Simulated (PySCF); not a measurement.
Geometry:
```csv
atom,x (Å),y (Å),z (Å)
N1,1.920,-1.025,1.371
C2,1.911,-0.264,0.357
C3,0.808,-0.086,-0.654
C4,-0.213,-1.196,-0.624
C5,-1.447,-0.948,-0.162
C6,-1.808,0.445,0.280
Si7,-0.289,1.444,-0.266
H8,1.039,-1.554,1.417
H9,2.800,0.371,0.191
H10,1.265,0.026,-1.653
H11,0.081,-2.201,-0.946
H12,-2.194,-1.748,-0.103
H13,-1.987,0.491,1.368
H14,-2.739,0.795,-0.198
H15,-0.558,2.252,-1.494
H16,0.291,2.334,0.783
```

Geometry: PBE0-D3(BJ)/def2-SVP; GIAO absolute shieldings from PySCF, gas phase, non-relativistic, averaged over equivalent atoms.

At PBE0/pcSseg-1 (171 basis functions, 46 s wall time on 1 thread of an Arm Neoverse N1, shared host):
| atoms | σ (ppm) |
| --- | --- |
| N1 | -78.1 |
| C2 | 7.4 |
| C5 | 35.6 |
| C4 | 46.2 |
| C3 | 142.0 |
| C6 | 170.5 |
| Si7 | 375.8 |
| H8 | 21.46 |
| H9 | 23.44 |
| H12 | 24.77 |
| H11 | 25.44 |
| H15 | 26.93 |
| H16 | 26.99 |
| H10 | 28.31 |
| H13 | 29.56 |
| H14 | 29.64 |

Predict the values at wB97X-D/pcSseg-1 on the same geometry.

Answers


| atoms | σ at wB97X-D/pcSseg-1 | change |
| --- | --- | --- |
| N1 | -78.1 | +0.0 |
| C2 | 6.3 | -1.1 |
| C5 | 35.3 | -0.3 |
| C4 | 45.7 | -0.5 |
| C3 | 143.9 | +1.9 |
| C6 | 171.8 | +1.3 |
| Si7 | 374.7 | -1.1 |
| H8 | 21.60 | +0.14 |
| H9 | 23.60 | +0.16 |
| H12 | 24.94 | +0.17 |
| H11 | 25.58 | +0.14 |
| H15 | 27.07 | +0.14 |
| H16 | 27.13 | +0.14 |
| H10 | 28.58 | +0.27 |
| H13 | 29.78 | +0.22 |
| H14 | 29.86 | +0.22 |

The largest change is at C3 (allylic sp3 CH bonded to Si). Cost: 171 basis functions, 43 s wall time on 1 thread of an Arm Neoverse N1, shared host. The order of the carbon signals is the same at both levels.
